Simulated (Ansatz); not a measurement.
Start from `[SiH3][SiH2][CH2][GaH2]` and change one atom or group to get `OC[SiH2][SiH3]`.

Ansatz, PBE0-D4/def2-TZVP geometries, multiplicity 1. Each molecule was computed in one conformer, which needn't be the lowest.

Scalar relativity is left out up to krypton.

| property | `[SiH3][SiH2][CH2][GaH2]` |
| --- | --- |
| size of the dipole moment (PBE/def2-TZVPP) / D | 0.90 |
| HOMO–LUMO gap (ωB97M-V/def2-TZVPP) / eV | 9.62 |
| LUMO energy (ωB97M-V/def2-TZVPP) / eV | 0.06 |
| HOMO energy (PBE0/def2-TZVPP) / eV | -7.54 |
| LUMO energy (B3LYP/def2-TZVPP) / eV | -1.87 |
| HOMO energy (B3LYP/def2-TZVPP) / eV | -7.35 |

**Question.** What does the change do to each property? (Best estimate.)

**Answer.** Computed: 
```tsv
property	`OC[SiH2][SiH3]`	shift
size of the dipole moment (PBE/def2-TZVPP) / D	1.02	0.12
HOMO–LUMO gap (ωB97M-V/def2-TZVPP) / eV	11.36	1.74
LUMO energy (ωB97M-V/def2-TZVPP) / eV	1.64	1.58
HOMO energy (PBE0/def2-TZVPP) / eV	-7.48	0.06
LUMO energy (B3LYP/def2-TZVPP) / eV	-0.22	1.65
HOMO energy (B3LYP/def2-TZVPP) / eV	-7.26	0.09
```

With PBE0 the HOMO rises by 0.06 eV and the LUMO rises by 1.57 eV, so the gap widens by about 1.51 eV. PBE moves the HOMO by 0.43 eV and ωB97M-V by -0.16 eV. Dipoles are sizes alone; their direction can turn.

B3LYP here is the variant with VWN-RPA as its local correlation; programs differ in this.
